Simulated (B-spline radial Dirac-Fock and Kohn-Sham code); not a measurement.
## What relativity does to the binding energies of Tl⁴⁺

System: the Tl⁴⁺ ion in the configuration [Xe] 4f14 5d9.

Both columns are ΔSCF binding energies of the configuration average from a B-spline atomic structure program: non-relativistic Hartree-Fock with a point nucleus, and Dirac-Fock with a finite nucleus and the Coulomb interaction alone, averaged over the two j levels with weights 2j+1.

| shell | Hartree-Fock (eV) | Dirac-Fock (eV) | shift (eV) | shift (%) |
| --- | --- | --- | --- | --- |
| 1s | 77558.6 | 86055.3 | +8496.66 | +10.96 |
| 2s | 13180.5 | 15470.1 | +2289.68 | +17.37 |
| 2p | 12664.2 | 13438.4 | +774.22 | +6.11 |
| 3s | 3205.1 | 3780.8 | +575.70 | +17.96 |
| 3p | 2960.5 | 3179.0 | +218.50 | +7.38 |
| 4s | 765.4 | 912.5 | +147.14 | +19.22 |
| 4p | 657.6 | 710.5 | +52.89 | +8.04 |
| 4f | 191.5 | 174.5 | -17.05 | -8.90 |
| 5s | 166.8 | 195.5 | +28.69 | +17.21 |
| 5p | 129.1 | 137.4 | +8.36 | +6.47 |
| 5d | 67.66 | 65.90 | -1.76 | -2.60 |

Relativity binds 1s, 2s, 2p, 3s, 3p, 4s, 4p, 5s, 5p more strongly, among those listed most of all 4s in relative terms, and 4f, 5d more weakly, because the contracted s and p shells screen the nucleus better.

Values without a named source are computed, but for edge energies of neutral atoms, which are taken from tables.
